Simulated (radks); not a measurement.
Problem. These are the eigenvalues of the occupied orbitals of an atom or ion with whole-number occupations (eV). Calculated with a radial shooting solver on a logarithmic mesh with Libxc functionals: scalar-relativistic Kohn-Sham, BLYP, spin-polarised, spherical densities, finite nucleus; Fermi nuclear charge, rms radius of each element as measured or else 0.836 A^(1/3) + 0.57 fm.

orbital  eigenvalue
1s up     -23269.99
1s down   -23269.44
2s up     -3567.745
2s down   -3567.422
2p up     -3221.826
2p down   -3221.310
3s up     -816.7537
3s down   -816.1466
3p up     -702.9452
3p down   -702.2605
3d up     -521.4874
3d down   -520.7860
4s up     -281.5753
4s down   -277.8197
4p up     -245.3861
4p down   -241.6537

Which element is it, and in what charge state? The configuration may be excited. Open shells, if any, are filled with parallel spins first.

Solution. Z = 45, rhodium, charge +11: Rh11+ in [Ar] 3d10 4s2 4p4. The list shows which subshells hold electrons but not how many an open one holds; the 1s level, -855.16 hartree, gives Z - s = 41.4 by -(Z - s)^2/2, which with screening and relativity narrows Z to a few neighbours, and the depths of the outer levels then fix element, charge and occupations together.
